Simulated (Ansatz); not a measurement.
Ansatz (a program for electronic structure) input (HF/3-21G): The .json file is the Basis Set Exchange's 3-21G.

Ansatz 0.2 input:
```yaml
crystal:
  periodic: [false, false, false]
  atoms:
    - {symbol: Al, position_ang: [-0.00000000, -0.00000000, -1.18390808]}
    - {symbol: S, position_ang: [0.00000000, 0.00000000, 0.96192532]}
basis:
  gaussian:
    orbitals: 3-21G.json
hamiltonian:
  xc: {name: HF}
magnetization: {spin_polarized: true, initial_magnetization: 1}
phonons: {temperatures: {t_min: 298.15, t_max: 298.15, t_step: 100}}
```

Output:

```
Functional definition: HF
integrals: 0.00 GiB planned
313 factors; integrals over basis functions are off by at most 8.8e-5 eV
mean field: 0.06 GiB planned
mean field evaluation 1: about -17308.7354 eV, gradient 1.4e1 eV
mean field evaluation 2: about -17308.7367 eV, gradient 1.4e1 eV
mean field evaluation 4: about -17310.9582 eV, gradient 1.4e0 eV
mean field evaluation 8: about -17311.0125 eV, gradient 3.5e-4 eV
mean field evaluation 16: about -17310.9356 eV, gradient 4.4e-1 eV
mean field evaluation 32: about -17310.9204 eV, gradient 1.2e-1 eV
mean field evaluation 64: about -17311.0118 eV, gradient 2.3e-1 eV
mean field evaluation 96: about -17308.4952 eV, gradient 2.7e0 eV
mean field -17311.01246703 eV, -636.1679743378 hartree, gradient 1.5e-5 eV, S^2 0.785191; 2 other end points of the search recorded, 0 dependent functions left out
the calculation of the forces begins
reference -17311.01246703 eV, -636.1679743378 hartree; 15, 14 occupied and 11, 12 virtual orbitals, 313 factors
these checks for a lower state are left out or cut short: stability, starts, cluster_reference, orbital_swaps, neighbouring_geometries, increment
integrals: 0.00 GiB planned
313 factors; integrals over basis functions are off by at most 8.8e-5 eV
mean field: 0.06 GiB planned
mean field -17311.01246703 eV, -636.1679743377 hartree, gradient 4.2e-7 eV, S^2 0.785191; 0 other end points of the search recorded, 0 dependent functions left out
the calculation of the forces begins
reference -17311.01246703 eV, -636.1679743377 hartree; 15, 14 occupied and 11, 12 virtual orbitals, 313 factors
these checks for a lower state are left out or cut short: stability, starts, cluster_reference, orbital_swaps, neighbouring_geometries, increment
integrals: 0.00 GiB planned
313 factors; integrals over basis functions are off by at most 8.8e-5 eV
mean field: 0.06 GiB planned
mean field -17311.01246703 eV, -636.1679743377 hartree, gradient 4.2e-7 eV, S^2 0.785191; 0 other end points of the search recorded, 0 dependent functions left out
the calculation of the forces begins
reference -17311.01246703 eV, -636.1679743377 hartree; 15, 14 occupied and 11, 12 virtual orbitals, 313 factors
these checks for a lower state are left out or cut short: stability, starts, cluster_reference, orbital_swaps, neighbouring_geometries, increment
integrals: 0.00 GiB planned
313 factors; integrals over basis functions are off by at most 8.8e-5 eV
mean field: 0.06 GiB planned
mean field -17311.01246703 eV, -636.1679743377 hartree, gradient 4.2e-7 eV, S^2 0.785191; 0 other end points of the search recorded, 0 dependent functions left out
the calculation of the forces begins
reference -17311.01246703 eV, -636.1679743377 hartree; 15, 14 occupied and 11, 12 virtual orbitals, 313 factors
these checks for a lower state are left out or cut short: stability, starts, cluster_reference, orbital_swaps, neighbouring_geometries, increment
integrals: 0.00 GiB planned
313 factors; integrals over basis functions are off by at most 8.8e-5 eV
mean field: 0.06 GiB planned
mean field evaluation 128: about -17311.0125 eV, gradient 3.3e-2 eV
mean field -17311.01246703 eV, -636.1679743377 hartree, gradient 4.2e-7 eV, S^2 0.785191; 0 other end points of the search recorded, 0 dependent functions left out
the calculation of the forces begins
reference -17311.01246703 eV, -636.1679743377 hartree; 15, 14 occupied and 11, 12 virtual orbitals, 313 factors
these checks for a lower state are left out or cut short: stability, starts, cluster_reference, orbital_swaps, neighbouring_geometries, increment
integrals: 0.00 GiB planned
313 factors; integrals over basis functions are off by at most 8.8e-5 eV
mean field: 0.06 GiB planned
mean field -17311.01243712 eV, -636.1679732385 hartree, gradient 3.0e-6 eV, S^2 0.784778; 0 other end points of the search recorded, 0 dependent functions left out
the calculation of the forces begins
reference -17311.01243712 eV, -636.1679732385 hartree; 15, 14 occupied and 11, 12 virtual orbitals, 313 factors
these checks for a lower state are left out or cut short: stability, starts, cluster_reference, orbital_swaps, neighbouring_geometries, increment
integrals: 0.00 GiB planned
313 factors; integrals over basis functions are off by at most 8.8e-5 eV
mean field: 0.06 GiB planned
mean field -17311.01243090 eV, -636.1679730101 hartree, gradient 9.1e-7 eV, S^2 0.785603; 0 other end points of the search recorded, 0 dependent functions left out
the calculation of the forces begins
reference -17311.01243090 eV, -636.1679730101 hartree; 15, 14 occupied and 11, 12 virtual orbitals, 313 factors
these checks for a lower state are left out or cut short: stability, starts, cluster_reference, orbital_swaps, neighbouring_geometries, increment
integrals: 0.00 GiB planned
313 factors; integrals over basis functions are off by at most 8.8e-5 eV
mean field: 0.06 GiB planned
mean field -17311.01246703 eV, -636.1679743377 hartree, gradient 4.2e-7 eV, S^2 0.785191; 0 other end points of the search recorded, 0 dependent functions left out
the calculation of the forces begins
reference -17311.01246703 eV, -636.1679743377 hartree; 15, 14 occupied and 11, 12 virtual orbitals, 313 factors
these checks for a lower state are left out or cut short: stability, starts, cluster_reference, orbital_swaps, neighbouring_geometries, increment
integrals: 0.00 GiB planned
313 factors; integrals over basis functions are off by at most 8.8e-5 eV
mean field: 0.06 GiB planned
mean field evaluation 160: about -17311.0125 eV, gradient 1.8e-6 eV
mean field -17311.01246703 eV, -636.1679743377 hartree, gradient 4.2e-7 eV, S^2 0.785191; 0 other end points of the search recorded, 0 dependent functions left out
the calculation of the forces begins
reference -17311.01246703 eV, -636.1679743377 hartree; 15, 14 occupied and 11, 12 virtual orbitals, 313 factors
these checks for a lower state are left out or cut short: stability, starts, cluster_reference, orbital_swaps, neighbouring_geometries, increment
integrals: 0.00 GiB planned
313 factors; integrals over basis functions are off by at most 8.8e-5 eV
mean field: 0.06 GiB planned
mean field -17311.01246703 eV, -636.1679743377 hartree, gradient 4.2e-7 eV, S^2 0.785191; 0 other end points of the search recorded, 0 dependent functions left out
the calculation of the forces begins
reference -17311.01246703 eV, -636.1679743377 hartree; 15, 14 occupied and 11, 12 virtual orbitals, 313 factors
these checks for a lower state are left out or cut short: stability, starts, cluster_reference, orbital_swaps, neighbouring_geometries, increment
integrals: 0.00 GiB planned
313 factors; integrals over basis functions are off by at most 8.8e-5 eV
mean field: 0.06 GiB planned
mean field -17311.01246703 eV, -636.1679743377 hartree, gradient 4.2e-7 eV, S^2 0.785191; 0 other end points of the search recorded, 0 dependent functions left out
the calculation of the forces begins
reference -17311.01246703 eV, -636.1679743377 hartree; 15, 14 occupied and 11, 12 virtual orbitals, 313 factors
these checks for a lower state are left out or cut short: stability, starts, cluster_reference, orbital_swaps, neighbouring_geometries, increment
integrals: 0.00 GiB planned
313 factors; integrals over basis functions are off by at most 8.8e-5 eV
mean field: 0.06 GiB planned
mean field -17311.01243090 eV, -636.1679730101 hartree, gradient 9.1e-7 eV, S^2 0.785603; 0 other end points of the search recorded, 0 dependent functions left out
the calculation of the forces begins
reference -17311.01243090 eV, -636.1679730101 hartree; 15, 14 occupied and 11, 12 virtual orbitals, 313 factors
these checks for a lower state are left out or cut short: stability, starts, cluster_reference, orbital_swaps, neighbouring_geometries, increment
integrals: 0.00 GiB planned
313 factors; integrals over basis functions are off by at most 8.8e-5 eV
mean field: 0.06 GiB planned
mean field -17311.01243712 eV, -636.1679732385 hartree, gradient 3.0e-6 eV, S^2 0.784778; 0 other end points of the search recorded, 0 dependent functions left out
the calculation of the forces begins
reference -17311.01243712 eV, -636.1679732385 hartree; 15, 14 occupied and 11, 12 virtual orbitals, 313 factors
Total energy: -17311.01246703 eV, -636.1679743378 hartree
Atom 0 at    -0.000000    -0.000000    -1.183908 Å, force     0.000000    -0.000000     0.001310 eV/Å
Atom 1 at     0.000000     0.000000     0.961925 Å, force    -0.000000     0.000000    -0.001310 eV/Å
Dipole moment:     0.000000    -0.000000    -1.092631 e Å
Vibrations: 442.87 cm⁻¹, zero-point energy 0.027454 eV
```

The blocks after the first are displaced geometries, from whose forces the wavenumbers follow.
